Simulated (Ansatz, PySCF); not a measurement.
Noncovalent pair: stibine (SMILES [SbH3]) (first 4 atoms) with stibine (SMILES [SbH3]); geometry from B3LYP-D3(BJ)/def2-TZVP, rigid monomers moved along the line of their centres of mass till Sb1···Sb5 is 3.94 Å.
(charge 0, multiplicity 1):
```xyz
8

Sb     0.34508    -0.32205    -0.42015
H      1.60686    -0.27149     0.73822
H     -0.44804    -1.56965     0.44635
H     -0.53278     0.87793     0.43117
Sb    -0.37781    -0.10001     3.44629
H      0.02854     1.50483     3.00681
H     -1.01646     0.43030     4.94958
H     -1.91308     0.03431     2.69940
```

Monomers are frozen at their geometry in the pair; levels with a basis set take the counterpoise correction.

Frozen-core correlation. Filled d and f shells under p-block atoms count as core. CBS(a, b) extrapolates the correlation energy as X⁻³ and adds the Hartree–Fock energy of set b.

The values were computed with Ansatz (an electronic-structure program) with Gaussian orbitals; PySCF for the dispersion terms. Each number belongs to the level named beside it. In def2 rows elements past Kr take small-core potentials, without spin–orbit coupling.

PBE/def2-TZVPPD gives 50.2 meV for the interaction energy.

Question: Where do these levels fall relative to PBE: PBE-D3(BJ)/def2-TZVPPD, r2SCAN/def2-TZVPPD, PBE0/def2-TZVPPD, wB97M-V/def2-TZVPPD, MP2/CBS(def2-SVPD, def2-TZVPPD), CCSD(T)/CBS(def2-SVPD, def2-TZVPPD).

Answer: PBE-D3(BJ)/def2-TZVPPD -82.3; r2SCAN/def2-TZVPPD -23.8; PBE0/def2-TZVPPD -3.8; wB97M-V/def2-TZVPPD -72.4; MP2/CBS(def2-SVPD, def2-TZVPPD) -44.7; CCSD(T)/CBS(def2-SVPD, def2-TZVPPD) -28.4 meV. 0 of 6 lie above PBE; the widest gap is to PBE-D3(BJ)/def2-TZVPPD.
